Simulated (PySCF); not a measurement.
A structure optimised at B3LYP-D3(BJ)/def2-SVP, used in a PySCF frequency run:

```xyz
11

Ge     0.5380     0.3995    -0.1722
F      1.2038    -0.8568     0.8636
C     -1.2346    -0.2336    -0.7095
C     -2.1309    -0.5624     0.4884
H      0.4799     1.6703     0.7026
H      1.5247     0.5525    -1.3483
H     -1.6868     0.5428    -1.3508
H     -1.0837    -1.1199    -1.3478
H     -1.6669    -1.3279     1.1295
H     -2.3111     0.3268     1.1146
H     -3.1128    -0.9435     0.1644
```

Question: Write its SMILES and formula.

Answer: C[CH2][GeH2][F], C2H7FGe

Question: What are its rotational constants (standard atomic weights)?

Answer: 7.4949, 3.1507, 2.4836 GHz
